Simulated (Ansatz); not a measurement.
`C[Si](C)(C)[Al]([F])[F]` and `C[Si](C)(C)N` differ in one atom or group.

Ansatz, PBE0-D4/def2-TZVP geometries, multiplicity 1. Each molecule was computed in one conformer, which needn't be the lowest.

```
                                          property  `C[Si](C)(C)[Al]([F])[F]`
size of the dipole moment (ωB97M-V/def2-TZVPP) / D                       3.17
               HOMO energy (B3LYP/def2-TZVPP) / eV                      -7.49
                HOMO energy (PBE0/def2-TZVPP) / eV                      -7.66
               LUMO energy (B3LYP/def2-TZVPP) / eV                      -1.28
               HOMO–LUMO gap (PBE/def2-TZVPP) / eV                       4.70
                LUMO energy (PBE0/def2-TZVPP) / eV                      -1.08
```

Q: Give the same properties after the change, and the shifts. (Estimate.)

A: Ansatz gave: 
```tsv
property	`C[Si](C)(C)N`	shift
size of the dipole moment (ωB97M-V/def2-TZVPP) / D	0.79	-2.38
HOMO energy (B3LYP/def2-TZVPP) / eV	-6.73	0.76
HOMO energy (PBE0/def2-TZVPP) / eV	-6.95	0.71
LUMO energy (B3LYP/def2-TZVPP) / eV	0.47	1.75
HOMO–LUMO gap (PBE/def2-TZVPP) / eV	5.58	0.88
LUMO energy (PBE0/def2-TZVPP) / eV	0.81	1.89
```

With PBE0 the HOMO rises by 0.71 eV and the LUMO rises by 1.89 eV, so the gap widens by about 1.18 eV. PBE moves the HOMO by 0.98 eV and ωB97M-V by 0.36 eV. Dipoles are sizes alone; their direction can turn.

B3LYP here is the variant with VWN-RPA as its local correlation; programs differ in this.
